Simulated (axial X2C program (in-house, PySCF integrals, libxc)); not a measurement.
## Correcting the dissociation energy of ZnSi⁺ for spin–orbit coupling

A spin-free PBE0 curve (one-electron X2C) was computed with an in-house relativistic program for diatomic molecules, basis Zn dyall-cv3z [9s10p6d3f2g], Si dyall-v3z [8s7p2d1f] (cores contracted in-house), for the state M_S = 1/2, Λ = 1 (beyond evenly filled blocks: π+α). It gives D0 = 1.735 eV to Zn + Si+, which in a spin-free picture are the weighted means of the ground terms.

Measured levels of the ground terms (NIST Handbook of Basic Atomic Spectroscopic Data), in cm⁻¹: Zn 1S: J = 0 at 0; Si+ 2P: J = 1/2 at 0, J = 3/2 at 287.2.

The two components of the molecular doublet are 198 cm⁻¹ apart in the PBE0 2c search (Ω = 1/2 lower), so the lower one lies 99 cm⁻¹ under their mean.

How far does each ground level lie under the (2J+1)-weighted mean of its term?

Zn: a single level, 0; Si+: (2 × 0 + 4 × 287.2)/6 = 191 cm⁻¹.

Correct D0.

D0 = 1.735 + (99 − 191)/8065.5 = 1.724 eV at PBE0 with these spin–orbit terms.

Second-order spin–orbit effects in the molecule, which grow quickly with Z, are left out. One determinant describes the state; a PBE0 search over occupations chose it and may have missed a lower one. De is counted from the lowest determinant-based energies of the atoms at the same level, without counterpoise correction. Without a current term, density functionals place determinants with orbital angular momentum somewhat too high.
